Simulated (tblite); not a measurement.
C5H9NO2.
Cartesian coordinates in Å at the GFN2-xTB level; atoms count from 1:
```xyz
17
C5H9NO2 angstrom
C     -1.9012    0.8180    0.3588
O     -1.0466    0.1539   -0.5492
C     -0.9303   -1.2268   -0.3440
C      0.1838   -1.6226    0.5947
N      1.0168   -0.8528    1.1120
C      1.1923    0.5005    1.0730
C      2.1822    0.9245    0.0095
O      0.7270    1.2436    1.9050
H     -1.9564    1.8484    0.0150
H     -1.5069    0.8042    1.3793
H     -2.9031    0.3738    0.3468
H     -1.8740   -1.6649    0.0142
H     -0.7032   -1.6721   -1.3220
H      0.2745   -2.6872    0.7946
H      2.4428    1.9676    0.1603
H      3.0741    0.3053    0.0596
H      1.7213    0.7986   -0.9680
```

Computed values, GFN2-xTB/tblite, gas phase, harmonic and unscaled. Errors from tens to a few hundred cm⁻¹ against measured bands are possible. One conformer, not necessarily the lowest.

Harmonic wavenumbers (cm⁻¹): 60.9, 63.9, 83.0, 110.2, 157.0, 176.6, 234.0, 286.4, 415.0, 429.1, 559.8, 598.7, 729.3, 786.2, 828.2, 910.1, 955.3, 988.5, 1002.7, 1006.7, 1111.5, 1141.7, 1149.8, 1167.8, 1240.2, 1286.6, 1309.3, 1356.4, 1409.8, 1415.6, 1448.4, 1454.7, 1468.5, 1478.0, 1738.8, 1812.6, 2865.6, 2907.4, 2920.1, 2952.9, 2983.6, 3030.6, 3040.5, 3041.0, 3064.2.

A = 2845, B = 1753, C = 1435 MHz; mass 115.063 u (most abundant isotopes); point group C1, symmetry number 1.

Zero-point energy?

½Σν̃ = 29589 cm⁻¹ = 353.96 kJ/mol.

Give the ideal-gas entropy at 400 K and 1 bar in the rigid-rotor, harmonic-oscillator model (classical rotation).

Translation 174.15, rotation 121.64, vibration 156.64: S = 452.4 J/(mol K).

And Cp and H(400 K) − H(0)?

Cp = 178.54 J/(mol K), of which vibrations give 145.28 (their classical limit is 45 R = 374.2); H(400 K) − H(0) = 44.27 kJ/mol without the zero-point energy, 30.97 from vibrations.

Which modes carry the vibrational entropy at 400 K?

60.9 cm⁻¹: 20.96; 63.9 cm⁻¹: 20.56; 83.0 cm⁻¹: 18.40; 110.2 cm⁻¹: 16.06; 157.0 cm⁻¹: 13.18; 176.6 cm⁻¹: 12.23 J/(mol K); the other 39 give 55.26 together.

How do the functions run with temperature in this model?

```json
{"T (K)": "150", "S (J/(mol K))": "325.1", "Cp (J/(mol K))": "96.7", "H − H(0) (kJ/mol)": "10.16", "G − H(0) (kJ/mol)": "-38.60", "ln q(vib)": "3.30"}
{"T (K)": "250", "S (J/(mol K))": "381.5", "Cp (J/(mol K))": "127.3", "H − H(0) (kJ/mol)": "21.33", "G − H(0) (kJ/mol)": "-74.04", "ln q(vib)": "5.93"}
{"T (K)": "298.15", "S (J/(mol K))": "405.3", "Cp (J/(mol K))": "143.7", "H − H(0) (kJ/mol)": "27.85", "G − H(0) (kJ/mol)": "-92.99", "ln q(vib)": "7.11"}
{"T (K)": "600", "S (J/(mol K))": "536.2", "Cp (J/(mol K))": "235.6", "H − H(0) (kJ/mol)": "85.99", "G − H(0) (kJ/mol)": "-235.74", "ln q(vib)": "14.06"}
{"T (K)": "900", "S (J/(mol K))": "643.4", "Cp (J/(mol K))": "292.0", "H − H(0) (kJ/mol)": "165.83", "G − H(0) (kJ/mol)": "-413.20", "ln q(vib)": "20.40"}
```

q(vib) and H(0) count from the zero-point level.

Blend soft modes into free rotors: weight 1/[1 + (100 cm⁻¹/ν̃)⁴] for the oscillator and the rest for a rotor with moment μB/(μ + B), μ = h/(8π²ν), B = 10⁻⁴⁴ kg m². What vibrational entropy results?

142.12 J/(mol K) in place of 156.64, which changes −T·S at 400 K by +5.81 kJ/mol.

Hindered rotation and anharmonicity are outside this model. Other conformers, if any are populated, would add a mixing term that is left out. The structure is chiral; the term R ln 2 for an equal mix with its mirror image is left out.
